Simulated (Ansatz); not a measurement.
Input file for Ansatz (a quantum-chemistry and plane-wave program): U-PBE0/def2-TZVPP on MnS, 2S+1 = 4, a spin state set in the input, which need not be the lowest.

Ansatz 0.2 input:
```yaml
crystal:
  periodic: [false, false, false]
  atoms:
    - {symbol: Mn, position_ang: [0.00000000, 0.00000000, 0.00000000]}
    - {symbol: S, position_ang: [0.00000000, 0.00000000, 2.31800000]}
basis:
  gaussian:
    orbitals: def2-TZVPP
hamiltonian:
  xc: {name: PBE0}
magnetization: {spin_polarized: true, initial_magnetization: 3}
relax: {f_tol: 0.002, max_steps: 120}
```

**Question.** Predict the final total energy.

**Answer.** -1548.8140 hartree. Its determinant has ⟨S²⟩ = 5.23, a mixture of spin states.

**Question.** How many basis functions does it have, and what does it roughly cost on one machine?

**Answer.** 106 functions; roughly 50 core-seconds.
